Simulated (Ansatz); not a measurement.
Mulliken charges of C2H3F3SeZn, SMILES `[CH3][Zn][Se]C(F)(F)F` from r2SCAN/def2-TZVPP in Ansatz (PBE0-D4/def2-TZVP geometry).

```
atom   x (Å)   y (Å)   z (Å)  charge (e)
  C1   0.980  -2.236  -0.088      -0.366
 Zn2   0.735  -0.362  -0.495       0.309
 Se3   0.499   1.886  -1.027      -0.186
  C4  -1.033   2.095   0.174       0.463
  F5  -2.185   2.183  -0.490      -0.151
  F6  -0.918   3.192   0.916      -0.150
  F7  -1.157   1.051   1.025      -0.174
  H8   0.397  -2.855  -0.772       0.086
  H9   2.032  -2.513  -0.177       0.083
 H10   0.652  -2.441   0.933       0.088
```

Question: By hand: the dipole of these point charges (1 e Å = 4.8032 D).

Answer: Σ q r = (0.226, -0.335, -0.090) e Å, of length 0.414 e Å = 1.99 D.

Question: How does the dipole of the full density compare? (An estimate is asked.)

Answer: Ansatz gave: (0.240, -0.442, -0.055) e Å, 2.43 D; the point charges give 0.82 times that, at 8° from its direction.

Point charges leave out the atoms' own dipoles, such as those of lone pairs, and Mulliken's split depends on the basis, so the two needn't agree.
